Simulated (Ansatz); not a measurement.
Relaxation of ClF4H4NOW (12 atoms, charge 0, multiplicity 1), to a largest force component of 0.03 eV/Å in at most 50 steps.

Computed with RKS PBE/def2-SVP (Ansatz).

```xyz
12
Properties=species:S:1:pos:R:3
W -0.053 -0.162 0.069
Cl -0.341 -0.064 2.419
F 1.744 -0.630 0.392
F -0.538 1.676 0.056
F -1.903 -0.369 -0.178
F -0.189 -2.013 -0.184
O 0.400 0.200 -1.722
H 0.231 1.029 -2.212
N 2.043 2.108 1.199
H 2.645 1.353 0.871
H 1.576 2.611 0.446
H 1.375 1.787 1.925
```

Q: Where does it end, and by what steps?

A: The run converged. After 15 steps the energy has fallen by 0.346 eV; H12 moved furthest, 0.73 Å.

```tsv
step	energy less start (eV)	largest force component (eV/Å)	accepted
0	0.0000	0.587	yes
1	-0.0706	0.297	yes
2	-0.1213	0.420	yes
3	-0.1879	0.468	yes
4	-0.2609	0.947	yes
5	-0.2778	0.659	yes
6	-0.3087	0.484	yes
7	-0.3312	0.410	yes
8	-0.3383	0.172	yes
9	-0.3411	0.089	yes
10	-0.3425	0.059	yes
11	-0.3439	0.064	yes
12	-0.3445	0.050	yes
13	-0.3447	0.051	yes
14	-0.3451	0.071	yes
15	-0.3456	0.022	yes
```

```xyz
12
Properties=species:S:1:pos:R:3
W -0.248 -0.314 -0.106
Cl -0.435 -0.190 2.200
F 1.619 -0.343 0.106
F -0.243 1.573 -0.122
F -2.118 -0.357 -0.210
F -0.243 -2.180 -0.147
O -0.080 -0.196 -1.968
H 0.025 0.507 -2.637
N 2.384 2.470 1.571
H 2.800 1.673 1.070
H 1.643 2.827 0.952
H 1.888 2.055 2.372
```

The run took 50 s on 4 threads of Intel(R) Xeon(R) Platinum 8175M CPU @ 2.50GHz (Skylake/Cascade Lake) (shared host), peak memory 0.26 GiB.
